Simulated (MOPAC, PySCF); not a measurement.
CH₂O₂, SMILES `O[C]O` (lower singlet; H–O–C–O torsion 0°, O–C–O–H torsion -180°), neutral singlet in the gas phase. This singlet lies 2.57 eV below the relaxed triplet at the level frozen-core CCSD(T)/cc-pVTZ // PBE0-D3(BJ)/def2-TZVP (Ansatz).

Z-matrix (Å, degrees):
```
C
O 1 1.3024
H 2 0.9799 1 111.43
O 1 1.3295 2 107.62 3 0.00
H 4 0.9627 1 107.37 2 -180.00
```
Charge 0, multiplicity 1.

All levels are single points at this geometry (PBE0-D3(BJ)/def2-TZVP); Pople sets use spherical d functions. Orbital energies aren't observables, and empty levels follow the basis.

BP86/6-31G* in PySCF gives HOMO (eV) = -5.05.

Q: Estimate the HOMO (eV) from each of these levels: PBE-D3(BJ)/def2-TZVP in PySCF; PBE0-D3(BJ)/def2-TZVP in PySCF; B3LYP/3-21G in PySCF; B3LYP/6-31G* in PySCF; SVWN5/6-31G* in PySCF; HF/STO-3G in PySCF; AM1 in MOPAC; PM6 in MOPAC.

A: 
| level | HOMO (eV) |
|---|---|
| PBE-D3(BJ)/def2-TZVP in PySCF | -5.59 |
| PBE0-D3(BJ)/def2-TZVP in PySCF | -7.05 |
| B3LYP/3-21G in PySCF | -5.94 |
| B3LYP/6-31G* in PySCF | -6.26 |
| SVWN5/6-31G* in PySCF | -4.94 |
| HF/STO-3G in PySCF | -7.83 |
| AM1 in MOPAC | -10.80 |
| PM6 in MOPAC | -10.69 |
